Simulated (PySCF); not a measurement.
**Radial density of N (nitrogen, neutral)**

wB97X-V, [He] 2s2 2p3, high-spin 4S determinant. Computed with PySCF 2.14 in aug-cc-pCVTZ-DK with one added diffuse shell each of s, p, d, f type (8s7p5d3f, 75 functions), with the spin-free X2C one-electron Hamiltonian (Gaussian nucleus).

```tsv
r (bohr)	4πr²ρ (e/bohr)	4πr²(ρα − ρβ)
0.00424	0.04582	0.0000
0.00713	0.1240	0.0001
0.0120	0.3228	0.0002
0.0202	0.8087	0.0005
0.0339	1.877	0.0013
0.0571	3.841	0.0039
0.0960	6.328	0.0159
0.161	7.336	0.0779
0.272	4.939	0.3158
0.457	2.374	0.9717
0.768	3.119	1.8324
1.29	3.049	1.6994
2.17	1.028	0.6211
3.66	0.1011	0.0753
6.15	0.001323	0.0012
```

Densities and radii are taken from the X2C orbitals without a picture-change correction, which distorts them close to the nucleus.
